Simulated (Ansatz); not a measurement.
`N[BH][Al]1[CH2][O]1` + H₂Te → `[TeH][Al]1[CH2][O]1` + `BN` at 400 K and 1 bar (cleavage of the Al–B bond).

Calculated with Ansatz (gas phase, PBE0-D4/def2-TZVP geometries, no zero-point term in ΔE). CBS: MP2 limit from def2 TZ/QZ plus the TZ coupled-cluster correction, frozen cores. This one scheme is used for every species. Elements past krypton have def2 core potentials. For Te outer-core shells are correlated without core-valence functions, which leaves a few kJ/mol of doubt a bond. One conformer a species, not always the lowest.

| species | CCSD(T)/CBS energy (Eh) | H − E (kJ/mol) | S (J/(mol·K)) |
| --- | --- | --- | --- |
| `N[BH][Al]1[CH2][O]1` | -437.74917 | 216.4 | 382.9 |
| H₂Te | -268.91024 | 45.0 | 239.1 |
| `[TeH][Al]1[CH2][O]1` | -624.77523 | 124.6 | 364.9 |
| `BN` | -81.93499 | 142.5 | 243.5 |

H − E and S are ideal-gas, rigid-rotor, harmonic terms from PBE0-D4/def2-TZVP, for one conformer and one mirror image of each species. 1 Eh = 2625.50 kJ/mol, R = 8.31446 J/(mol·K).

Problem. By hand: ΔE, ΔH, ΔS and ΔG.

Solution. ΔE = (-624.77523) + (-81.93499) − (-437.74917) − (-268.91024) = -0.05081 Eh = -133.4 kJ/mol. Δ(H − E) = 124.6 + 142.5 − 216.4 − 45.0 = 5.7, so ΔH = -127.7 kJ/mol. ΔS = 364.9 + 243.5 − 382.9 − 239.1 = -13.6 J/(mol·K). ΔG = -127.7 − 400 × (-13.6)/1000 = -122.3 kJ/mol.

Problem. By hand: the equilibrium constant, and the temperature at which ΔG would vanish if ΔH and ΔS stayed fixed.

Solution. log₁₀ K = −ΔG/(RT ln 10) = 16.0. ΔG = 0 at ΔH/ΔS = 9390 K, far beyond where these terms or the molecules hold.

The number of gas molecules stays the same, so ΔS is small and ΔH decides. A doubt of 5 kJ/mol in ΔE shifts log₁₀ K by 0.7 here. Other conformers and mirror images would add mixing entropy, several J/(mol·K) or more a flexible species. Modes under 60 cm⁻¹, often nearly free rotors, make the harmonic entropy too high. These are equilibria of isolated gas molecules and say nothing of rates. Largest T1 diagnostic: 0.017 (customary marks: 0.02 for closed shells, 0.045 for open ones).
